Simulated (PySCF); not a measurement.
## UHF on Br+ (bromine, charge +1)

Configuration: [Ar] 3d10 4s2 4p4, high-spin 3P determinant. Calculation: PySCF 2.14, in jorge-DZP-DKH (8s6p2d1f, 43 functions); scalar relativity by spin-free X2C-1e.

| Item | Value |
| --- | --- |
| Total energy | -2603.876404 hartree |
| One-electron energy | -3608.4023 hartree |
| Hartree (Coulomb) energy | 1095.4210 hartree |
| Exchange energy | -90.8951 hartree |
| ⟨S²⟩ | 2.0008 |
| ⟨L²⟩ | 2.002 |
| Sum of ⟨r⟩ | 23.06 bohr |
| Sum of ⟨r²⟩ | 32.15 bohr² |
| Traceless quadrupole moment −½Σ⟨3z² − r²⟩ along its main axis | -1.93 e·bohr² |
| Langevin diamagnetic susceptibility | -25.5 ×10⁻⁶ cm³/mol |
| Time after the integrals | 0.12 s of wall time on 1 thread of Neoverse-V2 (shared host) |

```tsv
shell	electrons	mean orbital energy (eV)	spread (eV)	rms radius, mean of both spins (bohr)
1s α	1	-13568.4	0	0.0492
1s β	1	-13568.2	0	0.0492
2s α	1	-1836.5	0	0.205
2s β	1	-1836.4	0	0.205
2p α	3	-1616.8	0.229	0.183
2p β	3	-1616.5	0.113	0.183
3s α	1	-288.81	0	0.588
3s β	1	-288.28	0	0.588
3p α	3	-216.86	0.713	0.608
3p β	3	-216.16	0.083	0.608
3d α	5	-97.034	0.670	0.647
3d β	5	-96.672	0.368	0.647
4s α	1	-40.616	0	1.78
4s β	1	-34.588	0	1.78
4p α	3	-23.548	1.652	2.15
4p β	1	-20.906	0	2.15
```

Densities and radii are taken from the X2C orbitals without a picture-change correction, which distorts them close to the nucleus.
